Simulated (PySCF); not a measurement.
**Exercise with solution: chemical shift, span and skew from a shielding tensor**

Se(OH)(OSiH3) (H4O2SeSi), SMILES O[Se]O[SiH3]. Atoms are numbered in the order given.

```xyz
8

Se    -0.1688     0.7442     0.5849
O     -1.8860     0.1615     0.4876
H     -2.1397     0.2231    -0.4569
O      0.7706    -0.8004     0.2458
Si     0.9775    -1.1775    -1.4044
H     -0.3549    -1.2211    -2.1081
H      1.6132    -2.5362    -1.4334
H      1.8591    -0.1723    -2.0933
```
Charge 0, spin multiplicity 1.

Geometry optimised at PBE-D3(BJ)/def2-SVP. The structure was generated by enumeration, and PubChem lists no compound with its InChIKey, so it may never have been made. The values are those of a single conformer.

GIAO shieldings from B3LYP/pcSseg-1 run with PySCF, non-relativistic, no solvent. The symmetric part of the tensor of Se1 has the principal values -1752.1, -741.2, 134.2 ppm. The same nucleus in Me2Se has σ = 1647.9 ppm at this level (PySCF, at its B3LYP-D3(BJ)/def2-TZVP geometry).

Problem. Work out the isotropic shielding, the ⁷⁷Se shift against Me2Se, the span and the skew.

Solution. 
σ(iso) = (σ11 + σ22 + σ33)/3 = -786.4 ppm. δ = σ(ref) − σ(iso) = 1647.9 − (-786.4) = 2434.3 ppm.
Span Ω = σ33 − σ11 = 1886.3 ppm. Skew κ = 3(σ(iso) − σ22)/Ω = -0.07. Tumbling in solution averages the tensor to δ; in a static solid the shielding alone would spread this spin-1/2 line over Ω.
